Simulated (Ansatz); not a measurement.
## Four-centre ligand exchange

Start structure (Si₄H₁₂O₄, closed shell), relaxed at PBE0-D4/def2-TZVP:

```
20
angstrom
Si -0.6041 -1.5420 2.1577
H 0.3222 -0.6848 2.9367
H 2.6015 -0.4592 0.6955
O 1.7596 -0.5950 0.2590
Si 1.2432 0.5754 -0.7488
O 2.5405 1.1349 -1.5559
O 0.5524 1.8179 0.0313
Si -0.8416 2.3933 0.6717
O 0.1432 -0.0925 -1.7202
Si -0.7103 -1.4144 -2.1706
H -1.7481 -1.9261 3.0274
H -1.1416 -0.7834 0.9986
H 0.0850 -2.7672 1.6889
H 2.4884 2.0184 -1.9214
H -0.9016 2.0723 2.1198
H -0.8505 3.8668 0.4946
H -2.0172 1.8017 -0.0164
H -0.6001 -1.5650 -3.6429
H -2.1352 -1.2199 -1.8025
H -0.1857 -2.6312 -1.5023
```

The step: Si₃H₈O₄ ([OH][Si]([OH])([O][SiH3])[O][SiH3]) + SiH₄ → Si₄H₁₀O₄ ([OH][Si]([O][SiH3])([O][SiH3])[O][SiH3]) + H₂; bonds formed: Si1–O4, H2–H3; bonds broken: Si1–H2, H3–O4. Program: Ansatz 0.2.0. Basis: def2-TZVPP and def2-QZVPP. Cores are frozen in the correlated methods. Extrapolation: Hartree–Fock as exp(−7.88 √X), correlation as X^−2.97. Energies below are by CCSD(T) at an estimated basis limit (MP2 extrapolated from triple and quadruple zeta, plus CCSD(T) − MP2 in triple zeta).

What are the electronic barrier and the energy of the step, from the start structure to the end structure? (Judge from chemistry; the value comes from the calculation.)

Computed: Barrier 1.763 eV; step energy -0.770 eV (downhill); reverse barrier, their difference, 2.533 eV. Barrier and step energy count from the start structure, the reverse barrier from the end structure.

The saddle point: One imaginary mode of 1194i cm⁻¹.
```tsv
pair	start (Å)	saddle (Å)	end (Å)
Si1–O4	3.18	1.85	1.64
H2–H3	3.20	1.19	0.75
Si1–H2	1.48	1.71	3.63
H3–O4	0.96	1.10	3.48
```

Zero-point energy (harmonic, PBE0-D4): ZPE is 3.339 eV at the start and 3.253 eV at the saddle, so the barrier goes from 1.763 to 1.678 eV.

The T1 diagnostic stays at or below 0.013.

Labels in which every atom is bracketed show which atoms are joined, not bond orders.

For scale, one of the runs: CCSD(T)/def2-TZVPP, 460 basis functions, launched by `ansatz run in.yaml --threads 4 --pin off --events-out ev --progress --plain --max-ram 46080MiB --backend cuda --devices 0, --max-vram 37GiB`. Hardware: 4 CPU threads of an AMD EPYC 7R13 and a share of one NVIDIA H100, shared host. Wall time 23 s; peak host memory 1.2 GiB.
